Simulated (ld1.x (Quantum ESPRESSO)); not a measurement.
# u(r) = r·R(r): atom against pseudo-atom (beryllium (Be))

Columns: radius, all-electron u(r) and pseudo u(r) of the 2s shell (level -5.61 eV) of beryllium in the configuration [He] 2s2 2p0; PBE, scalar-relativistic, RRKJ scheme, ld1.x (Quantum ESPRESSO) 7.5.

```
r (bohr)  all-electron   pseudo
   0.210        0.2530  -0.0540
   0.420        0.1525  -0.1161
   0.630       -0.0328  -0.1917
   0.840       -0.2143  -0.2815
   1.050       -0.3637  -0.3799
   1.260       -0.4777  -0.4753
   1.470       -0.5584  -0.5544
   1.680       -0.6084  -0.6078
   1.890       -0.6328  -0.6337
   2.100       -0.6368  -0.6372
   2.310       -0.6254  -0.6254
   2.520       -0.6027  -0.6027
   2.730       -0.5722  -0.5722
   2.940       -0.5369  -0.5369
   3.150       -0.4989  -0.4989
   3.360       -0.4600  -0.4600
   3.570       -0.4214  -0.4214
   3.780       -0.3840  -0.3840
   3.990       -0.3484  -0.3484
   4.200       -0.3150  -0.3150
   4.410       -0.2840  -0.2840
   4.620       -0.2553  -0.2553
   4.830       -0.2290  -0.2290
   5.040       -0.2050  -0.2050
   5.250       -0.1832  -0.1832
   5.460       -0.1634  -0.1634
```

Question: How many radial nodes do the two functions have?

Answer: The all-electron 2s function has n − l − 1 = 1; the pseudo-wave has 0, since the states of the same l below it are removed with the core.

Question: At about which radius was the pseudo-wave matched?

Answer: 2.30 bohr, where the columns begin to agree (steps of 0.21 bohr).

Question: Where does each function peak?

Answer: Outermost all-electron maximum near 2.10 bohr, pseudo maximum near 2.10 bohr (to the table’s step).

Question: Is the pseudo-wave norm-conserving?

Answer: Yes: the RRKJ scheme keeps the norm inside the radius equal to the all-electron one, which fixes the energy derivative of the logarithmic derivative at the level.
